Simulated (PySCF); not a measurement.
**Two-photon absorption: `O=c1c(F)c1B(F)F`, C3BF3O**

Cartesian coordinates in Å; atom numbers follow the order of the lines, from 1:
```xyz
8

O    -1.6022    1.8954    0.5679
C    -1.1796    0.8105    0.3190
C    -1.2313   -0.5787    0.0964
F    -1.8395   -1.7207   -0.0247
C    -0.0091   -0.0437   -0.0015
B     1.5195   -0.1128   -0.2574
F     2.0118    0.2199   -1.4260
F     2.3425   -0.4611    0.7027
```

Computed, not measured: PySCF 2.14.0, TDDFT CAM-B3LYP/def2-TZVPD excited states, vertical, gas phase. Geometry: PBE0-D3(BJ)/def2-SVP.

Problem. Give the one- and two-photon strengths of the lowest singlets.

Solution. δ for parallel linear polarisation; σ at the peak of a Lorentzian of half width 0.1 eV, single beam; Ω is circular over linear.
```
state  E (eV)      f  photon λ (nm)  δ (au)  σ (GM)     Ω                                  main
   S1    4.78  0.001            519       4    0.03  0.77                        HOMO→LUMO 0.87
   S2    6.08  0.011            408    88.8    1.20  1.02    HOMO→LUMO+1 0.74, HOMO−1→LUMO 0.16
   S3    6.28  0.001            395    1.88    0.03  0.56    HOMO→LUMO+6 0.49, HOMO→LUMO+5 0.41
   S4    6.58  0.013            377    81.8    1.30  0.22    HOMO→LUMO+2 0.72, HOMO→LUMO+3 0.13
   S5    6.84  0.109            363    70.3    1.20  0.60  HOMO−1→LUMO 0.64, HOMO−1→LUMO+1 0.18
   S6    7.16  0.075            346    16.9    0.32  0.65  HOMO−1→LUMO+1 0.76, HOMO−1→LUMO 0.10
```

Among these, the strongest one-photon state is S5, the strongest two-photon state S4, with a dipole change of 2.4 D (relaxed, norm of the difference vector).
